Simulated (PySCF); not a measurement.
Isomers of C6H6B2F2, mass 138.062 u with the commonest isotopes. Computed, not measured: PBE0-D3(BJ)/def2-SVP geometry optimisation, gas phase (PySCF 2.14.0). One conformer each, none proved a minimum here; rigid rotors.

Problem. Order these by dipole moment, smallest first.
A. `BC1=CC(B(F)F)=CC=C1`
B. `Bc1ccccc1B(F)F`
C. `BC1=CC=C(B(F)F)C=C1`

Solution. C (0.56 D), A (1.94 D), B (2.07 D).

Problem. Order these by rotational constant A, largest first.
A. `BC1=CC(B(F)F)=CC=C1`
B. `Bc1ccccc1B(F)F`
C. `c1(ccc(B)cc1)B(F)F`

Solution. C (3626 MHz), A (2557 MHz), B (2385 MHz).

Problem. Order these by radius of gyration √(Σ m r²/M), largest first.
A. `Bc1ccc(B(F)F)cc1`
B. `Bc1ccccc1B(F)F`
C. `Bc1cccc(B(F)F)c1`

Solution. A (2.434 Å), C (2.363 Å), B (2.195 Å).

| SMILES | point group | Ia (u·Å²) | Ib (u·Å²) | Ic (u·Å²) | κ | μa (D) | μb (D) | μc (D) |
| --- | --- | --- | --- | --- | --- | --- | --- | --- |
| Bc1ccc(B(F)F)cc1 | C2v | 139.37 | 678.24 | 817.59 | -0.92 | 0.56 | 0.00 | 0.00 |
| Bc1cccc(B(F)F)c1 | – | 197.64 | 573.60 | 771.19 | -0.76 | 1.02 | 1.66 | 0.01 |
| Bc1ccccc1B(F)F | Cs | 211.89 | 455.61 | 663.14 | -0.57 | 1.91 | 0.80 | 0.00 |
